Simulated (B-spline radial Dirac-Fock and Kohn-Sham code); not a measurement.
**Nd²⁹⁺: scattering cross sections and density moments**

System: Nd²⁹⁺, configuration [Ar] 3d10 4s2 4p1.

Level of theory: Dirac-Fock orbitals of the configuration average with a finite nucleus; a radial finite-basis atomic code.

* Sum of ⟨r⟩: 6.844 bohr
* Sum of ⟨r²⟩: 2.355 bohr²
* Sum of ⟨1/r⟩: 353.80 per bohr
* Langevin diamagnetic susceptibility: -1.87 × 10⁻⁶ cm³/mol
* Lamb shielding (α²/3)Σ⟨1/r⟩: 6280 ppm

Coherent scattering is the Thomson cross section weighted by f₀², without anomalous dispersion; incoherent scattering is Klein-Nishina weighted by S. The Lamb formula is the non-relativistic shielding expression. Electron correlation is left out. A dash stands where the photon energy is too low for the impulse approximation behind that column.

| hν (keV) | coherent (b) | incoherent (b) | incoherent per electron (b) |
| --- | --- | --- | --- |
| 2 | 630.1 | – | – |
| 17.4793 | 316.1 | 4.952 | 0.160 |
| 20 | 276.2 | 5.635 | 0.182 |
| 30 | 169.0 | 7.824 | 0.252 |
| 50 | 82.21 | 10.35 | 0.334 |
| 100 | 27.01 | 12.02 | 0.388 |
| 200 | 7.968 | 11.35 | 0.366 |
| 1000 | 0.3673 | 6.469 | 0.209 |

Incoherent scattering overtakes coherent scattering between 100 and 200 keV.

Values without a named source are computed, but for edge energies of neutral atoms, which are taken from tables.
